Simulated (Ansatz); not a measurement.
System: sum formula H4Si2OCl2, net charge 0, singlet state. 
Geometry from a B3LYP-D3(BJ)/def2-TZVP (Ansatz, a first-principles code) optimisation:
SMILES: O([SiH](Cl)Cl)[SiH3]
```xyz
9

Si     2.3762    -0.5527    -0.3057
O      0.7609    -0.8680    -0.4549
Si    -0.7437    -0.3643    -0.1830
Cl    -1.0415    -0.1030     1.8291
Cl    -1.0625     1.4291    -1.1250
H      3.1010    -1.7003    -0.8856
H      2.7176    -0.3983     1.1240
H      2.7052     0.6871    -1.0399
H     -1.6992    -1.3497    -0.6872
```

Dipole moments at this geometry, in debye (magnitudes).

```tsv
level	program	dipole (D)
SVWN5/def2-TZVPD	Ansatz	1.24
BLYP/def2-TZVPD	Ansatz	1.22
B97M-V/def2-TZVPD	Ansatz	1.13
r2SCANh/def2-TZVPD	Ansatz	1.24
r2SCAN0/def2-TZVPD	Ansatz	1.26
HSE06/def2-TZVPD	Ansatz	1.26
CAM-B3LYP/def2-TZVPD	Ansatz	1.29
LC-wPBE/def2-TZVPD	Ansatz	…
wB97X-V/def2-TZVPD	Ansatz	1.28
CCSD(T)/aug-cc-pV(D+d)Z	Ansatz	…
```

Problem. Some entries are withheld; supply them.

Solution. 
- LC-wPBE/def2-TZVPD, dipole (D): 1.31
- CCSD(T)/aug-cc-pV(D+d)Z, dipole (D): 1.27
